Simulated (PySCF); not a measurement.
H3MnO5, SMILES [O]=[Mn](=[O])([OH])([OH])[OH], multiplicity 1. Geometry optimised at B3LYP-D3(BJ)/def2-SVP. The spin state was assumed, not searched. Other conformers were not sampled.

Level of theory: PySCF with B3LYP-D3(BJ)/def2-SVP.

Harmonic wavenumbers (cm⁻¹): 88, 252, 303, 323, 349, 353, 417, 440, 465, 514, 601, 615, 672, 939, 974, 1044, 1057, 1099, 3681, 3732, 3777. Rotational constants (GHz): 3.621, 3.057, 2.548; symmetry number 1.

Task: Work out the zero-point energy and the ideal-gas rigid-rotor harmonic-oscillator thermochemistry at 298.15 K and 1 atm.

Result: ZPE = ½ Σ hcν = ½ × 21696 cm⁻¹ = 129.77 kJ/mol. H − E(el) = 151.27 kJ/mol. Entropy in J/(mol K): translation 170.19, rotation 112.28, vibration 63.55, total 346.02. G − E(el) = 48.10 kJ/mol. Cp = 117.87 J/(mol K). Modes under 150 cm⁻¹ make the vibrational entropy uncertain.
